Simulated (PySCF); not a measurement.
Worked example: entropy of an ideal gas

BrHOSi, SMILES O[Si]Br (connectivity only; charge and spin as stated), neutral, multiplicity 1.

Geometry optimised at B3LYP-D3(BJ)/def2-TZVP. The values are those of a single conformer.

B3LYP-D3(BJ)/def2-TZVP (PySCF) gives the harmonic wavenumbers 222, 391, 462, 788, 860, 3813 cm⁻¹ and the rotational temperatures 1.0299, 0.1318, 0.1169 K. The molar mass is 125.00 g/mol, the symmetry number 1, the spin multiplicity 1.

Q: Work out the entropy at 298.15 K and 1 atm in the rigid-rotor, harmonic-oscillator model.

A: 
Translation (Sackur–Tetrode at 1 atm): S = R[1.5 ln M + 2.5 ln T − 1.16487] = 169.0 J/(mol K).
Rotation: q = (√π/σ) T^1.5/√(θA θB θC) = 72400, S = R[ln q + 3/2] = 105.5 J/(mol K).
Vibration: with u = 1.4388 ν/T, each mode gives R[u/(e^u − 1) − ln(1 − e^−u)]:
```tsv
ν (cm⁻¹)	modes	u	S (J/(mol K))
222	1	1.07	8.13
391	1	1.89	4.17
462	1	2.23	3.18
788	1	3.80	0.91
860	1	4.15	0.68
```
The stiffer modes add less than 0.005 each. Sum 17.1 J/(mol K).
Spin: R ln 1 = 0.0 J/(mol K).
Total 291.5 J/(mol K); the program's own thermochemistry gives 291.6. Translation makes up 58 % and vibration 6 %. Anharmonicity, hindered rotation and orbital degeneracy are left out.
